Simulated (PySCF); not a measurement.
C9H8OS2, SMILES c1(-c2sccc2)sccc1OC, singlet, GFN2-xTB optimised geometry.

```
20

C      0.98    -2.71    -0.01
O      0.39    -1.43     0.00
C      1.22    -0.36     0.00
C      2.64    -0.36     0.00
C      3.16     0.90     0.00
S      1.94     2.11     0.00
C      0.68     0.91     0.00
C     -0.70     1.26     0.00
C     -1.26     2.51    -0.01
C     -2.66     2.49    -0.01
C     -3.16     1.22     0.00
S     -1.92     0.03     0.01
H      1.59    -2.86    -0.91
H      0.15    -3.41    -0.01
H      1.59    -2.88     0.88
H      3.24    -1.24     0.00
H      4.19     1.18     0.00
H     -0.67     3.41    -0.02
H     -3.28     3.37    -0.02
H     -4.19     0.91     0.00
```

Density from PBE0/def2-SVP in PySCF at that geometry.

Minimum of the electron density along straight lines between bonded atoms, close to the bond critical point (lines longer than 1.1 times the sum of covalent radii, or with two minima, are not listed):

```tsv
bond	length / Å	ρ at the minimum / e bohr⁻³	∇²ρ there / e bohr⁻⁵	position (fraction from the first atom)
C1–O2	1.407	0.254	-0.29	0.34
O2–C3	1.358	0.286	-0.28	0.67
C3–C4	1.415	0.295	-0.72	0.51
C4–C5	1.359	0.322	-0.81	0.49
C5–S6	1.716	0.217	-0.47	0.47
C3–C7	1.382	0.314	-0.78	0.50
S6–C7	1.738	0.208	-0.43	0.53
C7–C8	1.425	0.286	-0.70	0.50
C8–C9	1.372	0.316	-0.79	0.52
C9–C10	1.406	0.298	-0.74	0.50
C10–C11	1.359	0.322	-0.81	0.49
C8–S12	1.738	0.209	-0.44	0.47
C11–S12	1.721	0.217	-0.48	0.47
C1–H13	1.095	0.280	-1.06	0.64
C1–H14	1.088	0.285	-1.11	0.64
C1–H15	1.095	0.280	-1.06	0.64
C4–H16	1.075	0.283	-1.08	0.63
C5–H17	1.071	0.286	-1.12	0.64
C9–H18	1.076	0.283	-1.08	0.63
C10–H19	1.076	0.284	-1.09	0.63
C11–H20	1.072	0.285	-1.11	0.64
```
